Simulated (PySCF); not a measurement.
**Fractional electron number in Rh²⁺ (rhodium, charge +2)**

The 4d beta orbital of [Kr] 4d7 is emptied in steps (occupation f), with all orbitals relaxed, ending at [Kr] 4d6. All numbers are calculated (PySCF 2.14, a scalar-relativistic core potential, in def2-SVP with the def2 core potential (28 electrons)). The exact energy is a straight line in f; departures are measured from the line between the end points of the same method.

| f | UHF (eV) | LDA (eV) | PBE (eV) |
| --- | --- | --- | --- |
| 1 | 0.000 | 0.000 | 0.000 |
| 0.75 | 0.208 | -1.291 | -1.270 |
| 0.5 | 0.264 | -1.736 | -1.704 |
| 0.25 | 0.190 | -1.312 | -1.284 |
| 0 | 0.000 | 0.000 | 0.000 |

Q: For UHF, how does the orbital energy at f = 1 compare with the removal energy?

A: −ε = 31.219 eV against a total-energy difference of 30.058 eV. By Janak's theorem ε = ∂E/∂f, so the gap between them reflects the curvature. Along the path −ε is 30.573 (f = 0.75), 30.011 (f = 0.5), 29.520 (f = 0.25) eV.

```tsv
method	E(f=0) − E(f=1) (eV)	−ε at f=1 (eV)	−ε at f=0.5 (eV)
UHF	30.058	31.219	30.011
LDA	31.787	24.970	31.731
PBE	31.759	25.040	31.721
```

Reference removal energy between the ground levels: 31.06 eV (semi-empirical (NIST evaluation); NIST Atomic Spectra Database, ionization energies). The calculation has no spin-orbit coupling. The determinant left behind need not be the lowest term of the ion. UHF lacks correlation.
